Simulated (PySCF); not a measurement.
W(O)(NH)(Cl)2 (Cl2HNOW), SMILES [NH]=[W](=[O])([Cl])[Cl], multiplicity 1. The structure is a stationary point at PBE0-D3(BJ)/def2-SVP. The spin state was assumed, not searched. The structure was generated by enumeration; whether it is a known compound was not checked. The def2 effective core potentials stand for the cores of W; spin–orbit coupling is left out.

Question: Give the equilibrium geometry at PBE0-D3(BJ)/def2-SVP (PySCF confirms it by a frequency run) as a Z-matrix, and its point group. (Estimate from the structure and the level; the computed values follow.)

Answer: point group Cs.
```
W
O 1 1.6928
N 1 1.7378 2 107.53
H 3 1.0176 1 149.08 2 0.00
Cl 1 2.2816 2 108.96 3 -116.20
Cl 1 2.2816 2 108.96 3 116.20
```
Charge 0, spin multiplicity 1.
